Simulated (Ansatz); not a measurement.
Consider the cleavage of the Al–Si bond: `C[SiH2][Al]([F])[Cl]` + CH₃NH₂ → `C[NH][Al]([F])[Cl]` + `C[SiH3]`.

Gas-phase electronic energies from Ansatz, PBE0-D4/def2-TZVP geometries. CBS: MP2 limit from def2 TZ/QZ plus the TZ coupled-cluster correction, frozen cores. This one scheme is used for every species. DFT in def2-TZVPP. B3LYP here is the variant with VWN-RPA as its local correlation; programs differ in this. One conformer a species, not always the lowest.

CCSD(T)/CBS gives -84.7 kJ/mol.

Another level gave -83.4 kJ/mol. Which?
A. B3LYP/def2-TZVPP
B. MP2/def2-TZVPP
C. B2PLYP/def2-TZVPP
D. PBE0-D4/def2-TZVPP

A. B3LYP -83.4, MP2/def2-TZVPP -94.9, B2PLYP -88.7, PBE0-D4 -70.1 kJ/mol.

Largest T1 diagnostic among the species: 0.012.

From PBE to PBE0 (25 % exact exchange), in def2-TZVPP and without D4, ΔE moves by −5.6 kJ/mol.
